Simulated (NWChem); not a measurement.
Correlation energy of H3P2

SMILES: [PH]P
```xyz
5

P      0.9659    -0.4312     0.4281
P     -0.8888     0.3141    -0.4696
H      1.6893     0.7336     0.0101
H     -1.0635     1.5031     0.3047
H     -1.7821    -0.4807     0.3079
```
Charge 0, spin multiplicity 2.

All runs are NWChem calculations. All single points use one geometry, from UPBE0/def2-SVP, a minimum by its harmonic frequencies. It is one conformer; others weren't searched.

Basis set: cc-pVDZ. Each correlation energy counts from its own Hartree-Fock reference.

```tsv
method	correlation energy (mHa)
SCS-UMP2	-229.5
CCSD on ROHF	-272.0
URI-MP2	-224.6
CCSD[T] on UHF	-275.8
CCSD(T) on UHF	-275.5
CCSD(T) on ROHF	-280.3
UMP2	-224.7
CCSD on UHF	-267.4
CCSD[T] on ROHF	-280.6
```

The values span 55.9 mHa, from CCSD[T] on ROHF (lowest) to URI-MP2 (highest). 

The correlated methods keep 10 core orbitals frozen. The structure started from a generated list of species. No SCF solution was tested for a lower state. Open-shell Hartree-Fock references start from PBE0 orbitals. No row is a measurement; the coupled-cluster row has its own basis-set and correlation limits.
